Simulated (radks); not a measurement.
The arsenic anion As3-, [Kr], held by a Watson sphere: a shell of charge +3 at radius R that stands for the Madelung well of a crystal (potential energy -3/R inside, -3/r outside, in hartree with lengths in bohr). Calculated with a radial shooting solver on a logarithmic mesh with Libxc functionals: scalar-relativistic Kohn-Sham, LDA (Slater exchange, Perdew-Wang correlation), spin-polarised, spherical densities, finite nucleus; Fermi nuclear charge, rms radius of each element as measured or else 0.836 A^(1/3) + 0.57 fm. Response by self-consistent Sternheimer equations with the Hartree and adiabatic LDA kernel, the relativistic mass of each level held fixed and spin-orbit coupling left out. The sphere does not respond.

R (bohr)  e(3d) (eV)  e(4s) (eV)  e(4p) (eV)  <r> 4p (bohr)  sum of <r^2> (bohr^2)  X-ray form factor at sin(theta)/lambda = 0.1 1/angstrom  alpha (bohr^3)
3.36         -37.846     -13.557      -5.557          2.891                  79.05                                                   31.616           79.11
3.52         -37.723     -13.236      -5.291          2.955                  81.96                                                   31.527           88.64
3.56         -37.694     -13.160      -5.227          2.970                  82.70                                                   31.505           91.19
4.83         -37.021     -11.527      -3.609          3.449                  107.8                                                   30.957           215.6
5.02         -36.949     -11.377      -3.430          3.518                  111.9                                                   30.897           243.4
